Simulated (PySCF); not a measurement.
Computed shifts of a molecule C2H8BNO, PBE/pcSseg-1 (PySCF), GIAO, gas phase, atoms alike by connectivity averaged where their shifts nearly agree, in ppm (number of nuclei): ¹H: 4.50 (1), 4.36 (1), 4.25 (1), 3.02 (1), 2.91 (1), 1.42 (3). ¹³C: 72.4 (1), 23.3 (1). ¹⁵N: 85.5 (1). References: ¹¹B against BF3 (σ = 83.9 ppm); ¹H against TMS (σ = 31.49 ppm); ¹⁷O against H2O (σ = 334.3 ppm); ¹³C against TMS (σ = 182.0 ppm); ¹⁵N against NH3 (σ = 267.0 ppm), references at their B3LYP-D3(BJ)/def2-TZVP geometries, non-relativistic. The structure is a stationary point at B3LYP-D3(BJ)/def2-SVP. Other conformers were not sampled.

Q: Identify the compound among the candidates.
A) CN(C)BO
B) COB(C)N
C) CNBOC
D) CCOBN

A: D, CCOBN
